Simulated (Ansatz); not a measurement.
One change: `[F][W]([F])(=[S])=[S]` becomes `[F][Mo]([F])(=[S])=[S]`.

Ansatz, PBE0-D4/def2-TZVP geometries, multiplicity 1. 

Elements past krypton have def2 core potentials.

```csv
property,`[F][W]([F])(=[S])=[S]`
LUMO energy (ωB97M-V/def2-TZVPP) / eV,-1.11
size of the dipole moment (B3LYP/def2-TZVPP) / D,0.50
size of the dipole moment (PBE/def2-TZVPP) / D,0.67
HOMO–LUMO gap (ωB97M-V/def2-TZVPP) / eV,8.63
size of the dipole moment (ωB97M-V/def2-TZVPP) / D,0.56
"ideal-gas entropy at 298 K and 1 bar (rigid rotor, harmonic PBE0-D4/def2-TZVP) / J/(mol·K)",344
```

Problem. Give the same properties after the change, and the shifts. (Best estimate.)

Solution. Computed: 
```json
{"property": "LUMO energy (ωB97M-V/def2-TZVPP) / eV", "`[F][Mo]([F])(=[S])=[S]`": "-1.67", "shift": "-0.56"}
{"property": "size of the dipole moment (B3LYP/def2-TZVPP) / D", "`[F][Mo]([F])(=[S])=[S]`": "0.18", "shift": "-0.32"}
{"property": "size of the dipole moment (PBE/def2-TZVPP) / D", "`[F][Mo]([F])(=[S])=[S]`": "0.09", "shift": "-0.58"}
{"property": "HOMO–LUMO gap (ωB97M-V/def2-TZVPP) / eV", "`[F][Mo]([F])(=[S])=[S]`": "8.15", "shift": "-0.48"}
{"property": "size of the dipole moment (ωB97M-V/def2-TZVPP) / D", "`[F][Mo]([F])(=[S])=[S]`": "0.20", "shift": "-0.36"}
{"property": "ideal-gas entropy at 298 K and 1 bar (rigid rotor, harmonic PBE0-D4/def2-TZVP) / J/(mol·K)", "`[F][Mo]([F])(=[S])=[S]`": "338", "shift": "-6"}
```

With PBE0 the HOMO falls by 0.08 eV and the LUMO falls by 0.53 eV, so the gap narrows by about 0.45 eV. PBE moves the HOMO by -0.07 eV and ωB97M-V by -0.07 eV. Dipoles are sizes alone; their direction can turn.

B3LYP here is the variant with VWN-RPA as its local correlation; programs differ in this.
